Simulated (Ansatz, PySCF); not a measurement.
The pair A = N2 (SMILES N#N) (first 2 atoms), B = C2H6O (SMILES CCO); geometry from B3LYP-D3(BJ)/def2-TZVP.
(charge 0, multiplicity 1):
```xyz
11

N      1.1442     0.9875    -0.1931
N      0.7713     0.2465     0.5147
C     -1.3607     0.4816     3.7213
C      0.0943     0.1189     3.9700
O      0.4454    -1.1523     3.4350
H     -1.6059     1.4389     4.1877
H     -2.0207    -0.2840     4.1317
H     -1.5649     0.5695     2.6510
H      0.7536     0.9008     3.5712
H      0.2898     0.0472     5.0409
H      0.3446    -1.1134     2.4778
```

Rows in 6-31G* carry no dispersion term and start afresh at each structure (6-31G* with six Cartesian d functions). MP2/6-31G* freezes PySCF's default core.

Programs: Ansatz (Gaussian basis) for Hartree–Fock, density functionals and correlated methods; PySCF for 6-31G* rows. Values without a source in brackets are computed.

Total energies (hartree), monomers frozen at their geometry in the pair:

```json
[
 {"structure": "AB", "HF/6-31G*": "-263.0189596", "PBE/def2-TZVPPD": "-264.3639007", "MP2/6-31G*": "-263.7714598"},
 {"structure": "A in the pair's basis", "HF/6-31G*": "-108.9438052", "PBE/def2-TZVPPD": "-109.4524143", "MP2/6-31G*": "-109.2521370"},
 {"structure": "B in the pair's basis", "HF/6-31G*": "-154.0753411", "PBE/def2-TZVPPD": "-154.9102695", "MP2/6-31G*": "-154.5178976"},
 {"structure": "A", "HF/6-31G*": "-108.9434397", "PBE/def2-TZVPPD": "-109.4522926", "MP2/6-31G*": "-109.2512189"},
 {"structure": "B", "HF/6-31G*": "-154.0748177", "PBE/def2-TZVPPD": "-154.9102418", "MP2/6-31G*": "-154.5169769"}
]
```

**Question.** Work out the interaction energy without and with the counterpoise correction, and the superposition error, for each level.

**Answer.** 
E(AB) − E(A) − E(B), times 627.509 kcal/mol, with the monomers in their own basis and then in the pair's basis:
- HF/6-31G*: -0.44 uncorrected, 0.12 corrected; the monomers gain 0.56 kcal/mol from borrowed functions
- PBE/def2-TZVPPD: -0.86 uncorrected, -0.76 corrected; the monomers gain 0.09 kcal/mol from borrowed functions
- MP2/6-31G*: -2.05 uncorrected, -0.89 corrected; the monomers gain 1.15 kcal/mol from borrowed functions

Ansatz is a first-principles code.
